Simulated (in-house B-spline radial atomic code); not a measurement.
Mo⁺ is squeezed into an impenetrable sphere of radius R (the orbitals vanish at R). Level of theory: scalar-relativistic (X2C) Hartree-Fock, spin-polarised, averaged over the determinants with the given up and down occupations, Fermi nucleus of rms radius 4.4091 fm; calculated with a radial B-spline atomic code at the basis-set limit.

Energies in eV above the free ion in [Kr] 4d5:

| R (bohr) | highest level (eV) | [Kr] 4d5 | [Kr] 4d4 4f1 | [Ar] 3d9 4s2 4p6 4d5 4f1 |
| --- | --- | --- | --- | --- |
| 9.13 | -16.4 | 0.0005856 | 13.33 | 240.2 |
| 6.6 | -16.3 | 0.05027 | 16.47 | 243.4 |
| 4.9 | -15.6 | 0.868 | 22.53 | 249.2 |
| 4.34 | -14.8 | 2.194 | 26.74 | 253 |
| 3.41 | -11.1 | 10.87 | 42.49 | 267.5 |
| 2.83 | -4.38 | 33.16 | 71.28 | 294.8 |
| 2.49 | 4.17 | 68.84 | 111.7 | 334.1 |
| 2.28 | 13 | 111.8 | 157.9 | 379.7 |
| 1.92 | 40.3 | 274.5 | 326.1 | 549 |
| 1.59 | 94.8 | 678.1 | 731.1 | 965.6 |

(1) Does [Kr] 4d4 4f1 fall below [Kr] 4d5 under compression?

(2) Does [Ar] 3d9 4s2 4p6 4d5 4f1 fall below [Kr] 4d5 under compression?

The highest level is first positive in the row R = 2.49 bohr, pushed up by confinement above the zero of the free ion's potential. Each configuration is held fixed and needn't be the lowest in the sphere.

## Answers

(1) No, it stays above over the whole range.

(2) No, it stays above over the whole range.
